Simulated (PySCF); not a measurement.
# Reading the logs of faulty runs: BH5OSi2

Calculated results; nothing here was measured. They come from PySCF 2.14.0, an open-source quantum chemistry program, on an isolated molecule that a program drew, which may never have been made. The molecule is BH5OSi2 (charge 0, singlet), drawn as the SMILES string `[SiH]OB[SiH3]`.

Each row is a Hartree-Fock (HF) and frozen-core CCSD(T) single point in the cc-pV(D+d)Z basis, meant for a local HF minimum. Run 1 is clean. Each other run has one planted mistake out of seven kinds, and not every kind appears here: one electron removed, one electron added, multiplicity raised by two, geometry at a saddle point, minimal basis STO-3G, one bond length entered in bohr, all coordinates scaled. The reference is restricted for singlets and unrestricted otherwise, and also for a bond in bohr. Adding or removing an electron swaps singlet and doublet. Electrons count all cores. HOMO and LUMO are orbital energies over both spins, the gradient is its largest component, and the lowest frequency (negative if imaginary) is given only where the gradient is small. Bond lengths are over the 8 bonds as drawn. T1 is the CCSD diagnostic: over 0.02 (restricted) or 0.045 (unrestricted) a single reference is doubtful.

Geometry of the clean run:
```xyz
9
BH5OSi2, angstrom
Si   -2.5444    1.2589   -0.9320
O    -1.1765    2.0001   -0.3819
B    -0.1441    2.6390    0.1969
Si    1.3359    1.5967    1.1677
H    -2.0448    0.9795   -2.3426
H    -0.1124    3.8426    0.1189
H     1.4926    2.0929    2.5601
H     1.0468    0.1400    1.2195
H     2.6358    1.7903    0.4726
```

```
run,electrons,basis functions,<S^2>,HOMO (eV),LUMO (eV),gradient (hartree/bohr),lowest frequency (cm^-1),mean bond (Å),longest bond (Å),T1,HF (hartree),CCSD(T) (hartree),mistake
1,46,99,0.000,-9.20,0.95,2.5e-05,48,1.5297,2.054,0.0193,-680.34267,-680.86307,no fault
2,46,99,0.870,-7.49,0.71,7.4e-03,-,1.6990,2.877,0.0418,-680.25829,-680.76472,one bond length entered in bohr
3,46,33,0.000,-6.58,6.08,3.1e-02,-,1.5297,2.054,0.0251,-672.34317,-672.56046,minimal basis STO-3G
4,46,99,0.000,-8.91,1.25,9.5e-02,-,1.4195,1.906,0.0176,-680.29172,-680.80516,?
5,47,99,0.774,-0.67,6.55,8.5e-02,-,1.5297,2.054,0.0222,-680.33654,-680.86575,?
```

**Which mistake was planted in run 4, and what did it cost?**

The mean and the longest bond both change by the same factor, 0.928, and the gradient is no longer small. So the mistake is: all coordinates scaled. Subtracting run 1 and multiplying by 627.51 kcal/mol a hartree, the energy moved by 32.0 kcal/mol in HF and 36.3 kcal/mol in CCSD(T).

**Which mistake was planted in run 5, and what did it cost?**

It counts 47 electrons, one more than the clean run, at the same geometry and basis. So the mistake is: one electron added. Subtracting run 1 and multiplying by 627.51 kcal/mol a hartree, the energy moved by 3.8 kcal/mol in HF and -1.7 kcal/mol in CCSD(T).

Cautions from the logs. Run 3: T1 is over the limit, so its CCSD(T) energy is less reliable.
